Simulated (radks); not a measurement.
Values are calculated unless marked as measured or tabulated.
These are the eigenvalues of the occupied orbitals of an atom or ion with whole-number occupations (hartree). Level of theory: Dirac Kohn-Sham, PBE, spin-unpolarised, spherical densities, point nucleus (a radial shooting solver on a logarithmic mesh with Libxc functionals).

orbital  eigenvalue
1s1/2     -2318.159
2s1/2     -503.5483
2p1/2     -487.9208
2p3/2     -451.1016
3s1/2     -198.8085
3p1/2     -192.9936
3p3/2     -183.4886

Which element is it, and in what charge state? The configuration may be excited. Open shells, if any, are shared by 2j + 1.

Answer. Z = 69, thulium, charge +53: Tm53+ in [Ne] 3s2 3p4. The list shows which subshells hold electrons but not how many an open one holds; the 1s level, -2318.2 hartree, gives Z - s = 68.1 by -(Z - s)^2/2, which with screening and relativity narrows Z to a few neighbours, and the depths of the outer levels then fix element, charge and occupations together.
